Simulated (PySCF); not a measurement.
Calculated NMR data

Rapidly exchanging positions averaged, no solvent model, one conformer, non-relativistic Hamiltonian. Coordinates at the GFN2-xTB level; NMR shieldings at PBE0/pcSseg-1/GIAO; PySCF 2.14.

Chemical shifts δ = σref − σ; TMS for ¹H and ¹³C, all at this level. Splittings of carbon signals by F and P are missing where no couplings were computed. Where no couplings were computed, multiplicities follow the n + 1 count of equivalent neighbours, and m marks all less simple cases (inequivalent or close neighbours, rings, F or P nearby). Shifts are as computed. Against solution values, carbons near 30 ppm lie about +3 ppm off and those near 130 ppm about +5 ppm; carbons on Cl a further +6 ppm. Of 1211 compounds with measured shifts, 218 miss one by over three times the rms of a fit or turn the order of signals round; such compounds aren't used in these exercises. Carbons bonded to Cl come out too deshielded. OH and NH positions are gas-phase values without hydrogen bonding to other molecules.

Compound 1 (C₆H₅ClN₂). ¹H NMR (400 MHz, computed): δ 7.86 (s, 1H), 7.67 (d, 1H), 7.63 (m, 1H), 7.48 (d, 1H), 7.47 (m, 1H). ¹³C{¹H} NMR (computed): δ 159.2, 155.8, 150.6, 139.9, 138.2, 129.5. Structure: SMILES C=Nc1ccc(Cl)nc1.

Compound 2 (C₄H₉NO₂Si₂). ¹H NMR (400 MHz, computed): δ 6.86 (m, 2H), 6.63 (m, 2H), 5.24 (s, 3H), 5.13 (s, 1H), 2.50 (br s, 1H). ¹³C{¹H} NMR (computed): δ 124.0 (CH), 117.5 (CH). Structure: SMILES O[Si@H](O[SiH3])n1cccc1.

Compound 3 (C₄F₈). ¹³C{¹H} NMR (computed): δ 169.3, 131.4, 128.0, 117.6. Structure: SMILES FC(F)=C(F)C(F)(F)C(F)(F)F.
